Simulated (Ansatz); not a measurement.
Basis-set extrapolation for `CO[SiH2]CF` (PBE0-D4/def2-TZVP geometry, frozen core, Ansatz 0.2.0). Multiplicity 1, RHF reference.

```
                      def2-TZVPP   def2-QZVPP
                 HF  -543.188654  -543.209938
    MP2 correlation    -0.954357    -1.029845
CCSD(T) correlation    -1.031714      not run
```

Energies in hartree. Use E(X) = E(∞) + A·exp(−7.88·√X) for Hartree–Fock and E(X) = E(∞) + B·X^(−2.97) for correlation, with X = 3 and 4, and add CCSD(T) minus MP2 of the smaller set to the MP2 limit.

Question: What is the CCSD(T) energy at the basis-set limit?

Answer: HF limit: -543.209938 + (-0.021284) × 0.13774 = -543.21287. MP2 limit: -1.029845 + (-0.075488) × 0.74074 = -1.08576. Higher-order term: -1.031714 − (-0.954357) = -0.07736. Total: -544.37599 hartree, 408.6 kJ/mol below CCSD(T)/def2-TZVPP.
